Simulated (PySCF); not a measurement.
C4H9O (SMILES [CH2]COCC), doublet, at a GFN2-xTB geometry. Base run: PySCF with MP2/6-31G.

The PySCF input:
```python
from pyscf import gto, scf, mp

mol = gto.M(
    atom='''
C     1.10798705    1.18179737   -0.76313108
C     1.33034849   -0.07180201   -0.02021535
O     0.27650318   -1.01579934   -0.11597982
C    -0.85408114   -0.70550448    0.66520795
C    -1.67531244    0.46490693    0.13456300
H     0.67540127    1.14301983   -1.74337653
H     1.52015430    2.10484805   -0.40642384
H     1.54862473    0.14020034    1.03936909
H     2.19740896   -0.61752059   -0.43365216
H    -0.54235749   -0.49679618    1.70154342
H    -1.45465890   -1.61952186    0.66060789
H    -1.04658407    1.35510406    0.07587418
H    -2.51483962    0.65957172    0.79662790
H    -2.04882656    0.24110264   -0.86127870
''',
    basis='6-31g',
    spin=1,
    verbose=4,
)

mf = scf.UHF(mol)
mf.kernel()

pt = mp.MP2(mf, frozen=5)
pt.kernel()
print('E(MP2) = %.10f' % pt.e_tot)
```

Variants of this job, named by their change:

| change | basis functions | E (Eh) | MP2 correlation (Eh) | SCF-reference HOMO (eV) | SCF-reference dipole (D) | core-seconds (rough) |
|---|---|---|---|---|---|---|
| base | 63 | -231.86611 | -0.46274 | -9.70 | 1.88 | 2 |
| basis = STO-3G | 34 | -228.86918 | -0.22263 | -8.70 | 1.28 | 0.6 |
| basis = pcseg-0 | 63 | -231.29238 | -0.46720 | -9.82 | 1.91 | 1 |
| basis = 3-21G | 63 | -230.68163 | -0.45977 | -9.67 | 1.67 | 1 |
| basis = 6-31G* | 88 | -232.16996 | -0.66914 | -9.65 | 1.49 | 3 |
| basis = def2-SV(P) | 88 | -231.97171 | -0.66430 | -9.78 | 1.53 | 2 |
| basis = 6-31+G* | 108 | -232.18463 | -0.67802 | -9.70 | 1.60 | 5 |
| basis = pcseg-1 | 115 | -232.17378 | -0.73326 | -9.69 | 1.60 | 7 |
| basis = pc-1 | 115 | -232.17679 | -0.73339 | -9.69 | 1.59 | 8 |
| basis = cc-pVDZ | 115 | -232.25143 | -0.73169 | -9.64 | 1.41 | 9 |
| basis = def2-SVP | 115 | -232.06239 | -0.72909 | -9.74 | 1.53 | 7 |
| basis = 6-31G** | 115 | -232.24284 | -0.72673 | -9.64 | 1.49 | 9 |
| basis = 6-311G** | 144 | -232.34019 | -0.77638 | -9.69 | 1.47 | 20 |

Totals compare only among sets that treat the same electrons; sets with core potentials leave the core out.

Open shells are given as the SCF converged; they aren't shown to be the lowest states, and a large step between rows can be another state.
